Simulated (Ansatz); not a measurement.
Born–Oppenheimer molecular dynamics of C$_{2}$H$_{4}$AlN (8 atoms, charge 0, multiplicity 1). It goes on from the last frame of an earlier run, with new velocities.

Method: RKS PBE0-D4/def2-SVP (Ansatz).

- ensemble: NVT, Langevin thermostat
- time step: 0.5 fs
- steps asked: 150
- set temperature: 50 K
- friction: 0.001 /fs
- seed: 846025

First frame:

```xyz
8
Properties=species:S:1:pos:R:3
C -0.059 2.115 0.288
C -0.068 0.803 0.115
N -0.017 -0.396 0.002
Al 0.106 -2.131 -0.326
H 0.445 2.727 -0.465
H -0.557 2.603 1.119
H 0.054 -2.761 -1.690
H 0.154 -3.152 0.903
```

**Question.** How far do the bonds stretch over the last three quarters of this one trajectory? (Pairs bonded in most of those frames.)

**Answer.** 
```json
{"bond": "C1–C2", "mean (Å)": "1.323", "spread (Å)": "0.007", "shortest": "1.31", "longest": "1.33"}
{"bond": "C1–H5", "mean (Å)": "1.092", "spread (Å)": "0.006", "shortest": "1.08", "longest": "1.10"}
{"bond": "C1–H6", "mean (Å)": "1.092", "spread (Å)": "0.006", "shortest": "1.08", "longest": "1.10"}
{"bond": "C2–N3", "mean (Å)": "1.204", "spread (Å)": "0.004", "shortest": "1.20", "longest": "1.21"}
{"bond": "N3–Al4", "mean (Å)": "1.784", "spread (Å)": "0.011", "shortest": "1.77", "longest": "1.81"}
{"bond": "Al4–H7", "mean (Å)": "1.587", "spread (Å)": "0.056", "shortest": "1.50", "longest": "1.67"}
{"bond": "Al4–H8", "mean (Å)": "1.584", "spread (Å)": "0.021", "shortest": "1.55", "longest": "1.61"}
```

Mean temperature of the second half: 98 K. The mean temperature of the second half is 96 % above the set value. A run of 0.075 ps of so small a system gives no equilibrium averages.

The run took 4.3 min on 1 thread of Arm Neoverse V2 (shared host), peak memory 0.25 GiB.
